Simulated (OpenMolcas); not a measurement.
# Ge: effect of correlating more closed shells

* Program: OpenMolcas
* Basis: ANO-RCC-VTZP [6s5p3d1f]
* Scalar Hamiltonian: DKH2, point nucleus
* Active space: 2 electrons in 3 orbitals (4p)
* State averaging: 2S+1 = 3 even, 3 roots; 2S+1 = 1 even, 6 roots
* Spin-orbit coupling: state interaction with AMFI integrals over the reference wave functions, term energies averaged over their components

Methods on the same reference wave functions:
A. CASSCF
B. SS-CASPT2, IPEA 0.25 Eh, imaginary shift 0.1 Eh (closed shells correlated: 4s)
C. SS-CASPT2, IPEA 0.25 Eh, imaginary shift 0.1 Eh (closed shells correlated: 3d 4s)
D. SS-CASPT2, IPEA 0.25 Eh, imaginary shift 0.1 Eh (closed shells correlated: 3s 3p 3d 4s)

Energies in cm⁻¹ above 4s² 4p² ³P₀, the measured ground level; measured values from NIST Handbook of Basic Atomic Spectroscopic Data.

| Level | A | B | C | D | Measured |
| --- | --- | --- | --- | --- | --- |
| 4s² 4p² ³P₀ | 0.0 | 0.0 | 0.0 | 0.0 | 0.0 |
| 4s² 4p² ³P₁ | 475 | 487 | 486 | 487 | 557 |
| 4s² 4p² ³P₂ | 1261 | 1267 | 1267 | 1267 | 1410 |
| 4s² 4p² ¹D₂ | 9520 | 8440 | 8520 | 8470 | 7125 |
| 4s² 4p² ¹S₀ | 22241 | 18550 | 18660 | 18550 | 16367 |

Deviations, from unrounded energies. A percentage is the sum of absolute deviations over the sum of measured energies, with the sign that they share, or ± where signs differ.

| Against measurement | Levels | A | B | C | D |
| --- | --- | --- | --- | --- | --- |
| mean absolute deviation (cm-1) | 4 | 2100 | 930 | 970 | 940 |
| fine structure of the ground term (%) | 2 | -11.7 | -10.8 | -10.8 | -10.8 |
| other terms of the ground configuration (%) | 2 | +35.2 | +14.9 | +15.7 | +15.0 |

B, C, D lie about equally close to measurement and A furthest from it. The largest miss of B in the table is 4s² 4p² ¹S₀, by +2200 cm-1. The ranking rests on the paired levels alone, and a cruder setting can come out closer through cancelling errors.

Among B to D the level of the table that moves most is 4s² 4p² ¹S₀, by 110 cm-1 (lowest in B, highest in C). Moves below CASPT2's spread within the term are not significant.

The mean deviations of B to D differ by less than CASPT2's widest spread within a term (91 cm-1), so their order carries little weight.

From A to B the spin-free energies of the other terms of 4s² 4p² shown, above ³P, scale by factors of 0.83 to 0.87.

The lowest spin-free term lies below A's lowest term by 0.045 hartree in B, 0.444 hartree in C, 0.653 hartree in D.

What an inner shell adds also hangs on whether the basis holds functions to correlate it.

Term energies are means over components that CASPT2 splits; among the terms shown or strongly mixed into the levels shown the widest spread is 91 cm-1 (4s² 4p² ¹D, B). With the s shell closed, the reference lacks s² → p² mixing. Without dynamic correlation excited terms often stand tens of per cent too high (terms of higher spin than the ground term too low), and those without a measured partner can miss by more than the paired ones (holds for A). Some terms miss by over 15 % even with CASPT2, which points to a basis or an active space too small for the shells correlated (holds for B; C; D). Computed and measured levels are paired by configuration, term and J; levels that our copy of the source lacks, or whose pairing is in doubt (as where it misses far off the trend of its configuration), stay unpaired and out of the deviations. Levels of configurations outside the active space are missing.
